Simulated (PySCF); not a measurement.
dichloro(silyloxy)silane (Cl2H4OSi2), SMILES O([SiH](Cl)Cl)[SiH3].

The structure is a stationary point at ωB97X-D3(BJ)/def2-SVP. Other conformers were not sampled.

Two levels are set side by side: PBE/def2-TZVP (PySCF) and r2SCAN/def2-TZVP (PySCF). Same geometry, gas phase. Differences are taken from unrounded values.

| quantity | r2SCAN | PBE | PBE minus r2SCAN |
|---|---|---|---|
| orbital gap (eV) | 7.43 | 6.64 | -0.79 |
| highest occupied level (eV) | -8.09 | -7.71 | 0.38 |
| lowest empty level (eV) | -0.65 | -1.06 | -0.41 |
| dipole moment (D) | 1.02 | 0.98 | -0.04 |
| mean polarisability (bohr³) | 73.2 | 75.8 | 2.6 |

Rough cost on one machine, each run with all the roots and properties that it gave: r2SCAN against PBE about 3 times.
